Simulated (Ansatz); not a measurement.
A structure relaxed at B3LYP-D4/def2-SVP in Ansatz, charge 0, singlet:

```xyz
7

Cu    0.1479   -0.1483    1.0070
As   -0.5420    0.1210   -1.1841
H    -0.2078    1.3916   -1.9418
H    -2.0248    0.1076   -1.4982
H    -0.1176   -0.8500   -2.2694
S     0.7113   -0.3806    3.0807
H     2.0330   -0.2413    2.8057
```

Q: Give its formula, name or SMILES and point group.

A: Cu(AsH3)(SH) (CuAsH4S). Point group Cs (tolerance 0.1 Å).

Q: Summarise the bond lengths by kind (pairs closer than 1.2 times the sum of covalent radii, bridged metal pairs left out).

A: 1 × As–Cu 2.31 Å; 1 × Cu–S 2.16 Å; 3 × As–H 1.52 Å; 1 × H–S 1.36 Å. The metal has 2 neighbours: As 2.31 Å, S 2.16 Å.
